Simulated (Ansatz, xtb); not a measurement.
F2GeH3Sb: which of two structures lies lower

Structure X: `[F][GeH2][SbH][F]`, a singlet. Structure Y: a singlet given by its coordinates. Both are isolated molecules in the gas phase, relaxed with PBE0-D3(BJ)/def2-SVP; the shapes shown needn't be the lowest conformers.

X (Å):

```xyz
7

F    -0.7663    3.2977    1.3533
F    -0.1539   -1.1465   -0.2343
Ge    0.1330    1.8585    0.9149
Sb   -1.5701    0.2049   -0.2332
H     0.7354    1.3012    2.2164
H     1.2314    2.3176   -0.0625
H    -2.1817   -0.2277    1.3189
```

Y (Å):

```tsv
atom	x (Å)	y (Å)	z (Å)
F	-1.7612	-0.6368	-0.1749
F	-1.3483	-2.3659	1.7700
Ge	-1.1488	-2.2782	0.0098
Sb	1.4484	-0.9543	1.1608
H	0.8621	0.2716	2.1817
H	2.8654	-0.1125	0.7078
H	2.2042	-1.8339	2.4089
```

Close contacts (Å): F1–Ge3 1.76, F2–Ge3 1.77, Ge3–Sb4 3.13, Sb4–H5 1.70, Sb4–H6 1.71, Sb4–H7 1.70.

Quicker runs give these differences E(Y) − E(X): GFN2-xTB −0.441 eV; HF/STO-3G +1.111 eV (at GFN2-xTB geometries); r2SCAN-D4/def2-SVP −0.123 eV (at GFN2-xTB geometries).

Problem. Which of the two would you expect CCSD(T)/def2-SVP + ΔMP2/def2-TZVPP electronic energies to favour?

Solution. Not settled: CCSD(T)/def2-SVP + ΔMP2/def2-TZVPP gives E(Y) − E(X) = +0.045 eV, but this leans on the basis-set step: CCSD(T) alone gives −0.046 eV.

Level by level:

```json
{"level": "GFN2-xTB", "geometry": "GFN2-xTB", "E(Y) − E(X) (eV)": "−0.441", "departure from the last row (eV)": "−0.485", "job, with rough time for the two": "optimisation, 0.63 s"}
{"level": "HF/STO-3G", "geometry": "GFN2-xTB", "E(Y) − E(X) (eV)": "+1.111", "departure from the last row (eV)": "+1.066", "job, with rough time for the two": "single point, 2.3 s"}
{"level": "r2SCAN-D4/def2-SVP", "geometry": "GFN2-xTB", "E(Y) − E(X) (eV)": "−0.123", "departure from the last row (eV)": "−0.168", "job, with rough time for the two": "single point, 5.9 s"}
{"level": "PBE0-D3(BJ)/def2-SVP", "geometry": "PBE0-D3(BJ)/def2-SVP", "E(Y) − E(X) (eV)": "−0.029", "departure from the last row (eV)": "−0.074", "job, with rough time for the two": "optimisation, 3.2 min"}
{"level": "HF/def2-SVP", "geometry": "PBE0-D3(BJ)/def2-SVP", "E(Y) − E(X) (eV)": "+0.080", "departure from the last row (eV)": "+0.035", "job, with rough time for the two": "part of the CCSD(T) run"}
{"level": "MP2/def2-SVP", "geometry": "PBE0-D3(BJ)/def2-SVP", "E(Y) − E(X) (eV)": "+0.029", "departure from the last row (eV)": "−0.016", "job, with rough time for the two": "part of the CCSD(T) run"}
{"level": "CCSD(T)/def2-SVP", "geometry": "PBE0-D3(BJ)/def2-SVP", "E(Y) − E(X) (eV)": "−0.046", "departure from the last row (eV)": "−0.091", "job, with rough time for the two": "single point"}
{"level": "CCSD(T)/def2-SVP + ΔMP2/def2-TZVPP", "geometry": "PBE0-D3(BJ)/def2-SVP", "E(Y) − E(X) (eV)": "+0.045", "departure from the last row (eV)": "", "job, with rough time for the two": "single point, 74 s"}
```

GFN2-xTB, r2SCAN-D4/def2-SVP, PBE0-D3(BJ)/def2-SVP, CCSD(T)/def2-SVP put the two in the other order. The largest departure from CCSD(T)/def2-SVP + ΔMP2/def2-TZVPP is that of HF/STO-3G, 1.066 eV. The last row adds to CCSD(T) the change of the MP2 difference between the two basis sets, here +0.091 eV.

With harmonic frequencies from PBE0-D3(BJ)/def2-SVP (ideal gas, rigid rotor, one conformer each, 298.15 K, 1 atm): on the last row, ΔE + ΔZPE = −0.027 eV. A mode under 50 cm⁻¹ makes harmonic enthalpies and free energies unreliable, so none is given.

The correlated steps freeze 15 core orbitals; the filled d shell of Ge and Sb is correlated, in a basis made for valence electrons. Atoms past krypton carry core potentials in the def2 sets, other sets are all-electron and non-relativistic, and no spin–orbit term is included. Codes used: Ansatz 0.2.0, xtb 6.7.1; the last row on 1 thread of Intel(R) Xeon(R) Platinum 8259CL CPU @ 2.50GHz (Skylake/Cascade Lake) on a shared host.
